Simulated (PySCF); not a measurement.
C₂H₄NO, SMILES C[N]C=O, multiplicity 2.

Geometry optimised at PBE-D3(BJ)/def2-SVP. The isomer is the one that the SMILES or the coordinates give; other isomers of the formula were not compared. One conformer was computed; it need not be the lowest.

All values below come from PBE-D3(BJ)/def2-SVP (PySCF).

Frequencies are harmonic and unscaled.

Computed normal modes with their intensities:
```json
[
 {"mode": "1", "ν (cm⁻¹)": "122", "IR (km/mol)": "4.8", "moving atoms (share of kinetic energy)": "H 88 %"},
 {"mode": "2", "ν (cm⁻¹)": "239", "IR (km/mol)": "23.4", "moving atoms (share of kinetic energy)": "O 29 %, C 28 %, H 27 %, N 16 %"},
 {"mode": "3", "ν (cm⁻¹)": "347", "IR (km/mol)": "16.7", "moving atoms (share of kinetic energy)": "H 37 %, C 26 %, N 25 %, O 12 %"},
 {"mode": "4", "ν (cm⁻¹)": "563", "IR (km/mol)": "42.7", "moving atoms (share of kinetic energy)": "N 40 %, O 27 %, C 24 %, H 10 %"},
 {"mode": "5", "ν (cm⁻¹)": "931", "IR (km/mol)": "37.3", "moving atoms (share of kinetic energy)": "C 58 %, H 27 %, N 14 %"},
 {"mode": "6", "ν (cm⁻¹)": "975", "IR (km/mol)": "1.1", "moving atoms (share of kinetic energy)": "H 58 %, C 38 %"},
 {"mode": "7", "ν (cm⁻¹)": "1005", "IR (km/mol)": "9.7", "moving atoms (share of kinetic energy)": "H 67 %, C 20 %, N 12 %"},
 {"mode": "8", "ν (cm⁻¹)": "1053", "IR (km/mol)": "6.5", "moving atoms (share of kinetic energy)": "H 66 %, C 23 %, N 11 %"},
 {"mode": "9", "ν (cm⁻¹)": "1270", "IR (km/mol)": "9.5", "moving atoms (share of kinetic energy)": "C 34 %, N 34 %, H 32 %"},
 {"mode": "10", "ν (cm⁻¹)": "1326", "IR (km/mol)": "17.4", "moving atoms (share of kinetic energy)": "H 88 %"},
 {"mode": "11", "ν (cm⁻¹)": "1342", "IR (km/mol)": "14.9", "moving atoms (share of kinetic energy)": "H 75 %, C 16 %"},
 {"mode": "12", "ν (cm⁻¹)": "1362", "IR (km/mol)": "20.5", "moving atoms (share of kinetic energy)": "H 79 %, N 11 %, C 9 %"},
 {"mode": "13", "ν (cm⁻¹)": "1410", "IR (km/mol)": "41.4", "moving atoms (share of kinetic energy)": "H 90 %, C 9 %"},
 {"mode": "14", "ν (cm⁻¹)": "1541", "IR (km/mol)": "42.1", "moving atoms (share of kinetic energy)": "C 53 %, O 41 %"},
 {"mode": "15", "ν (cm⁻¹)": "2913", "IR (km/mol)": "8.8", "moving atoms (share of kinetic energy)": "H 97 %"},
 {"mode": "16", "ν (cm⁻¹)": "2928", "IR (km/mol)": "94.6", "moving atoms (share of kinetic energy)": "H 92 %"},
 {"mode": "17", "ν (cm⁻¹)": "2981", "IR (km/mol)": "3.9", "moving atoms (share of kinetic energy)": "H 91 %, C 9 %"},
 {"mode": "18", "ν (cm⁻¹)": "3026", "IR (km/mol)": "14.2", "moving atoms (share of kinetic energy)": "H 90 %, C 10 %"}
]
```
